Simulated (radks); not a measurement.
Values are calculated unless marked as measured or tabulated.
Task: All-electron atom: Sc2+ in [Ar] 3d1 (the NIST ground configuration). Code: a radial shooting solver on a logarithmic mesh with Libxc functionals. Model: scalar-relativistic Kohn-Sham, revPBE, spin-unpolarised, spherical densities, point nucleus. Some entries of the table are withheld. Estimate them.

| orbital | occ. | eigenvalue (hartree) | <r^2> (bohr^2) |
|---|---|---|---|
| 1s | 2 | -162.1933 | 0.007173 |
| 2s | 2 | -18.00244 | 0.1395 |
| 2p | 6 | (1) | 0.1169 |
| 3s | 2 | (2) | 1.327 |
| 3p | 6 | -1.79805 | 1.588 |
| 3d | 1 | -0.65522 | 3.159 |
| 4s | 0 | -0.58316 | 10.87 |
| 4p | 0 | -0.43433 | 15.00 |

Result: 
(1) 2p eigenvalue (hartree): -14.83440
(2) 3s eigenvalue (hartree): -2.58792
